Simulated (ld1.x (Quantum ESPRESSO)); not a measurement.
nitrogen RRKJ: all-electron and pseudo phase curves

| Item | Value |
| --- | --- |
| Element | nitrogen |
| Generator | ld1.x (Quantum ESPRESSO) 7.5 |
| Type | norm-conserving RRKJ (Kleinman–Bylander form) |
| Functional | revPBE |
| Relativity | scalar-relativistic |
| Frozen core | [He] |
| Valence charge | 5 |
| Reference configuration | 2s1.75 2p3.25 |
| Partial waves | 2p (bound): rc 1.80 bohr; 3d channel at -0.2 Ry: rc 1.80 bohr; 2s (bound): rc 0.70 bohr |
| Local potential | the s channel |
| Core correction | Bessel-smoothed model core, default radius (core density twice the valence density) |

The phase is arctan(r·u′/u) with u = r·R(r), unwrapped; energies in Ry, scanned from -3 to 5 Ry. A pole is an energy at which the radial function vanishes at the test radius. The pseudo phase is shifted by a multiple of π to meet the all-electron one at the reference energy, and phase errors are pseudo minus all-electron; the curves can meet again beyond the range given. Levels narrower than the energy grid can be missing from the lists of poles.

| channel | radius (bohr) | reference energy (Ry) | poles, all-electron | poles, pseudo | unbroken range about the reference energy with phases within 0.05 rad | phase error 1 Ry above the reference energy (rad) |
| --- | --- | --- | --- | --- | --- | --- |
| s | 1.96 | -1.38 | -0.56 | -0.56 | below 3.3 | -0.000 |
| p | 1.96 | -0.53 | 0.30 | 0.31 | below 2.4 | +0.005 |
| d | 1.96 | -0.20 | none | none | the whole range | +0.000 |

Phases in the s channel:

| E (Ry) | all-electron | pseudo |
| --- | --- | --- |
| -3.00 | 1.137 | 1.137 |
| -2.52 | 1.001 | 1.000 |
| -2.04 | 0.610 | 0.610 |
| -1.56 | -0.663 | -0.663 |
| -1.08 | -1.355 | -1.356 |
| -0.60 | -1.560 | -1.560 |
| -0.12 | -1.661 | -1.662 |
| 0.36 | -1.732 | -1.733 |
| 0.84 | -1.793 | -1.795 |
| 1.32 | -1.857 | -1.860 |
| 1.80 | -1.935 | -1.940 |
| 2.28 | -2.042 | -2.051 |
| 2.76 | -2.211 | -2.229 |
| 3.24 | -2.510 | -2.552 |
| 3.72 | -3.042 | -3.123 |
| 4.20 | -3.666 | -3.742 |
| 4.68 | -4.067 | -4.115 |
